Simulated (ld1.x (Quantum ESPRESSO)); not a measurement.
# thallium (Tl): one change to a TM potential, before and after

* Element: Tl
* Generator: ld1.x (Quantum ESPRESSO) 7.5
* Type: norm-conserving Troullier–Martins (Kleinman–Bylander form)
* Functional: PBE
* Relativity: scalar-relativistic
* Frozen core: [Xe] 4f14 5d10
* Valence charge: 3
* Reference configuration: 6s2 6p0.5 (charge +0.5)
* Partial waves: 6p (bound): rc 2.65 bohr; 6s (bound): rc 1.90 bohr
* Local potential: the s channel
* Core correction: none

All-electron outer shells of the reference configuration (PBE, scalar-relativistic, ld1.x):

```json
{"shell": "5d", "level (eV)": "-18.89", "outermost node (bohr)": "0.53", "outermost maximum (bohr)": "1.11"}
{"shell": "6s", "level (eV)": "-12.74", "outermost node (bohr)": "1.04", "outermost maximum (bohr)": "2.05"}
{"shell": "6p", "level (eV)": "-5.11", "outermost node (bohr)": "1.23", "outermost maximum (bohr)": "2.80"}
```

Change: all radii scaled by about 1.28 (s 2.44, p 3.40 bohr).

Cutoffs: the cutoffs (Ry, on a coarse ladder) from which the occupation-weighted sum of valence levels, in a spherical-Bessel basis at the reference potential, stays within 10 and 1 mRy of its value at 400 Ry; they do not see the model core or the augmentation charge, which bear on the density cutoff. Errors are all-electron minus pseudo energies relative to the spin-unpolarised reference configuration.

**Question.** How do hardness, ghosts and transferability respond?

**Answer.** The potential gets softer (21 Ry and 40 Ry → 18 Ry and 25 Ry); of the 7 tests that both files solve, the error grows in 1 and shrinks in 0 by more than 15 % and 0.3 meV (median size 25.8 → 25.6 meV); neither file shows a bound ghost. A larger radius leaves more room for a smooth pseudo-wave, so fewer plane waves are needed.

| quantity | base | changed |
| --- | --- | --- |
| cutoff, loose | 21 Ry | 18 Ry |
| cutoff, tight | 40 Ry | 25 Ry |
| loose cutoff by channel (10 mRy a level) | p 6 Ry, s 18 Ry | p 6 Ry, s 10 Ry |
| bound ghosts | none | none |
| error for 6s2 6p1, meV [ΔE -1.85 eV] | +13 | +13 |
| error for 6s2 6p0, meV [ΔE 3.31 eV] | +18 | +17 |
| error for 6s1 6p0, meV [ΔE 24.09 eV] | +97 | +87 |
| error for 6s1 6p1, meV [ΔE 11.59 eV] | +10 | +15 |
| error for 6s1 6p2, meV [ΔE 5.55 eV] | +93 | +97 |
| error for 6s0 6p3, meV [ΔE 13.36 eV] | +291 | +296 |
| error for 6s2 6p1.3, meV [ΔE -2.35 eV] | +26 | +26 |
